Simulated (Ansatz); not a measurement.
## Worked example: C3H6F2O + SiH2Br2 → C2H4F2O + SiH(CH3)Br2

Species: C3H6F2O `CCOC(F)F`, singlet; SiH2Br2 (dibromosilane) `Br[SiH2]Br`, singlet; C2H4F2O `COC(F)F`, singlet; SiH(CH3)Br2, singlet. The partners trade CH3 for H: C–CH3 and Si–H bonds give way to C–H and Si–CH3.

Shapes, held fixed at every level: PBE0-D4/def2-TZVP. Flexible molecules stand in one conformer, not always the lowest. Programs: Ansatz 0.2.0. The zero-point and thermal change to 298 K, harmonic and unscaled (PBE0-D4/def2-TZVP), is +2.3 kJ/mol.

At CCSD(T)/def2-TZVPP; 1 Eh = 2625.50 kJ/mol:

| species | energy (Eh) |
| --- | --- |
| C3H6F2O | -392.327973 |
| SiH2Br2 | -5435.757435 |
| C2H4F2O | -353.082878 |
| SiH(CH3)Br2 | -5475.018723 |

Problem. Work out ΔH(298 K) of the reaction at this level.

Solution. 
1. Products less reactants: (-353.082878) + (-5475.018723) − [(-392.327973) + (-5435.757435)] = -0.016193 Eh = -42.5 kJ/mol.
2. With the thermal change: -42.5 + (+2.3) = -40.2 kJ/mol.

Other levels give -43.7 (r2SCAN-D4/def2-TZVPP) to -27.4 kJ/mol (CCSD/def2-SVP). No measured value is set beside it here. Relativity is left out for Br unless named. Correlated rows may include outer-core shells of Br, which these sets cover unevenly.
